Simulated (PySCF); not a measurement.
W(O)(NH)(Cl)(SH) (ClH₂NOSW), SMILES [Cl][W](=[O])(=[NH])[SH], multiplicity 1.

The structure is a stationary point at B3LYP-D3(BJ)/def2-SVP. The spin state was assumed, not searched. The structure was generated by enumeration; whether it is a known compound was not checked. The def2 effective core potentials stand for the cores of W; spin–orbit coupling is left out. Other conformers were not sampled.

Two levels are set side by side: TDA-PBE/def2-SVPD (PySCF) and TDA-B3LYP/def2-SVPD (PySCF). Vertical, same geometry. The lowest singlet is HOMO−1→LUMO 70 %, HOMO→LUMO+1 24 % with PBE and HOMO→LUMO 67 %, HOMO−1→LUMO 14 % with the other functional; states are paired by order. Differences are taken from unrounded values.

```tsv
quantity	TDA-B3LYP
lowest singlet excitation (eV)	4.27
lowest triplet excitation (TDA) (eV)	3.53
```

**Question.** What does TDA-PBE give, and how far is it from TDA-B3LYP? (An estimate is asked for; the answer gives what the named calculation found.)

**Answer.** 
```csv
quantity,TDA-PBE,TDA-PBE minus TDA-B3LYP
lowest singlet excitation (eV),4.08,-0.18
lowest triplet excitation (TDA) (eV),3.37,-0.15
```

Functionals without exact exchange tend to place singlet excitations lower, as here. Differences between two approximate levels are no errors against the true value.

Rough cost on one machine, each run with all the roots and properties that it gave: TDA-B3LYP against TDA-PBE within a factor of 2.
